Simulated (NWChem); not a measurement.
C3H10Si; SMILES CC(C)[SiH3]

Results from NWChem. Structure relaxed at the PBE0/def2-SVP level. Level: PBE0/def2-SVP with SMD (1 M gas to 1 M solution), gas-phase geometry. Reactions with the solvent are ignored.

Task: Predict the results for solvent water. Quantities: solvation free energy (kcal/mol); cavity-dispersion-structure term (kcal/mol); dipole in solution (D).

Result: The solvation free energy (kcal/mol) comes out as 2.7 and the cavity-dispersion-structure term (kcal/mol) is 3.6. The dipole in solution (D) is 1.12.
